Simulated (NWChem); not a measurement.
# C5H2FN; SMILES C#C/C=C(/F)C#N

All runs: NWChem. Pople sets run with spherical d functions. Structure relaxed at the PBE-D3(BJ)/def2-SVP level. Level M06-L/6-31G*: energy and gradient on several grids; changes count from the extra-fine grid, which is no exact limit either.

### Question
Which is the coarsest grid (coarse; fine; medium; xcoarse; xfine) from which on the energy stays within 100 μHa and each gradient component within 200 μHa/bohr of xfine?

### Answer
fine.
```json
[
 {"grid": "xcoarse", "size of the energy change (μHa)": "40000", "largest change of a gradient component (μHa/bohr)": "10000", "time, medium = 1 (rough)": "about 1"},
 {"grid": "coarse", "size of the energy change (μHa)": "20", "largest change of a gradient component (μHa/bohr)": "2000", "time, medium = 1 (rough)": "about 1"},
 {"grid": "medium", "size of the energy change (μHa)": "100", "largest change of a gradient component (μHa/bohr)": "300", "time, medium = 1 (rough)": "about 1"},
 {"grid": "fine", "size of the energy change (μHa)": "< 10", "largest change of a gradient component (μHa/bohr)": "50", "time, medium = 1 (rough)": "about 1"},
 {"grid": "xfine", "size of the energy change (μHa)": "< 10", "largest change of a gradient component (μHa/bohr)": "< 30", "time, medium = 1 (rough)": "2"}
]
```
